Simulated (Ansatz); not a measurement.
Zn13H30Se13⁻. The state is a doublet with charge -1. Geometry PBE-D4/def2-SVP, that of the neutral singlet; atoms count from 1.

```xyz
56

Zn   -2.7631   -1.9986    0.3008
Zn   -2.7731    0.2276   -4.2760
Zn   -4.5691    0.5766   -2.2459
Zn   -2.4350    1.5803    1.8133
Zn   -1.9918    3.1717   -2.4933
Zn    0.6751   -3.9260   -2.0964
Zn    0.7826   -4.8518    1.4498
Zn   -0.1957   -1.3159    3.1550
Zn    3.1568   -3.9824    0.4124
Zn    0.6610    0.2121   -0.6446
Zn    1.7662    4.4499    1.7621
Zn    3.4484    1.4371    2.5088
Zn    0.5907    3.2499    3.9170
Se   -3.0095   -1.5378   -2.2287
Se   -0.9379   -3.8576   -0.1855
Se   -0.3682   -2.5498   -4.1119
Se   -1.0266   -0.3303    1.0031
Se   -0.5822    0.9968   -2.6864
Se   -3.2969    2.1261   -0.6328
Se   -0.8020    3.5791    1.7128
Se   -0.0519    4.6362   -1.4277
Se    1.9449   -1.9127   -1.0535
Se    1.8767   -2.6616    2.4050
Se    1.3233    0.7960    3.6622
Se    4.5464   -0.7620    1.5075
Se    2.0805    2.0206    0.3772
H    -4.0203   -2.4434    1.1056
H    -2.2842   -0.3214   -5.6425
H    -6.1010    0.3321   -2.0866
H    -3.8026    1.3438   -3.6235
H    -3.5067    1.5466    2.9431
H    -2.5193    3.8901   -3.7797
H     1.4638   -5.1478   -2.6742
H     0.3716   -5.9485    2.4792
H     1.9347   -5.0637    0.1454
H    -1.0558   -1.8599    4.3342
H     4.7025   -3.8604    0.3477
H     2.1357    5.6473    0.8467
H     4.5856    2.3910    3.0052
H    -0.0457    3.7652    5.2440
H     2.1124    3.7978    3.2411
H    -4.2211   -2.3591   -2.4799
H    -1.6908   -5.1127   -0.4298
H    -1.3676   -3.5594   -4.5425
H     0.6607   -3.1773   -4.9985
H     0.4633    1.3446   -3.6804
H    -4.3762    3.1314   -0.4700
H    -1.6258    4.5676    2.4542
H    -0.8891    5.7791   -0.9846
H     0.1249    5.2743   -2.7694
H     2.9651   -1.5720   -2.0760
H     2.1189   -3.4056    3.6673
H     1.8195    0.6178    5.0492
H     5.0676   -1.3211    2.7800
H     5.8081    0.0209    1.3239
H     3.1223    2.3290   -0.6336
```

Single mean-field runs in def2-SVP are fitted with def2-universal-jkfit. The highest occupied level of the charge -1 doublet lies above zero (up to 0.25 eV). By energy differences its removal costs 0.74 eV (vertical, to the charge 0 singlet, at PBE0-D4/def2-SVP); self-interaction error and the lack of diffuse functions both raise the level.

**Question.** Estimate the Mulliken populations of the heavy atoms from the PBE0/def2-SVP orbitals of Ansatz.

**Answer.** 
| atom | charge (e) | spin (α − β) | d electrons |
| --- | --- | --- | --- |
| Zn1 | 0.42 | 0.01 | 9.94 |
| Zn2 | 0.34 | 0.05 | 9.93 |
| Zn3 | 0.31 | 0.00 | 9.93 |
| Zn4 | 0.42 | 0.01 | 9.94 |
| Zn5 | 0.35 | 0.03 | 9.94 |
| Zn6 | 0.35 | 0.03 | 9.94 |
| Zn7 | 0.31 | 0.00 | 9.93 |
| Zn8 | 0.42 | 0.01 | 9.94 |
| Zn9 | 0.34 | 0.05 | 9.93 |
| Zn10 | 0.26 | 0.47 | 9.94 |
| Zn11 | 0.34 | 0.05 | 9.93 |
| Zn12 | 0.35 | 0.03 | 9.94 |
| Zn13 | 0.31 | 0.00 | 9.93 |
| Se14 | -0.42 | 0.00 | – |
| Se15 | -0.35 | 0.00 | – |
| Se16 | -0.01 | 0.00 | – |
| Se17 | -0.62 | -0.01 | – |
| Se18 | -0.35 | -0.04 | – |
| Se19 | -0.35 | 0.00 | – |
| Se20 | -0.42 | 0.00 | – |
| Se21 | -0.01 | 0.00 | – |
| Se22 | -0.35 | -0.04 | – |
| Se23 | -0.42 | 0.00 | – |
| Se24 | -0.35 | 0.00 | – |
| Se25 | -0.01 | 0.00 | – |
| Se26 | -0.35 | -0.04 | – |
Mulliken values and Mayer orders depend strongly on the basis.

**Question.** Where does the spin sit?

**Answer.** Summed by element: Zn 0.74, Se -0.10, H 0.36, of 1 unpaired in all. Largest on single atoms: Zn10 0.47, H56 0.05, H46 0.05.

**Question.** And the Mayer bond orders between bonded heavy atoms (over 0.3)?

**Answer.** Zn1–Se14 0.39 (2.58 Å); Zn1–Se15 0.32 (2.65 Å); Zn1–Se17 0.50 (2.51 Å); Zn3–Se14 0.39 (2.63 Å); Zn3–Se19 0.42 (2.57 Å); Zn4–Se17 0.50 (2.51 Å); Zn4–Se19 0.32 (2.65 Å); Zn4–Se20 0.39 (2.58 Å); Zn5–Se18 0.42 (2.60 Å); Zn5–Se19 0.52 (2.50 Å); Zn5–Se21 0.36 (2.65 Å); Zn6–Se15 0.52 (2.50 Å); Zn6–Se16 0.36 (2.65 Å); Zn6–Se22 0.42 (2.60 Å); Zn7–Se15 0.42 (2.57 Å); Zn7–Se23 0.39 (2.63 Å); Zn8–Se17 0.50 (2.51 Å); Zn8–Se23 0.39 (2.58 Å); Zn8–Se24 0.32 (2.65 Å); Zn10–Se17 0.53 (2.42 Å); Zn10–Se18 0.39 (2.52 Å); Zn10–Se22 0.39 (2.52 Å); Zn10–Se26 0.39 (2.52 Å); Zn12–Se24 0.52 (2.50 Å); Zn12–Se25 0.36 (2.65 Å); Zn12–Se26 0.42 (2.60 Å); Zn13–Se20 0.39 (2.63 Å); Zn13–Se24 0.42 (2.57 Å).
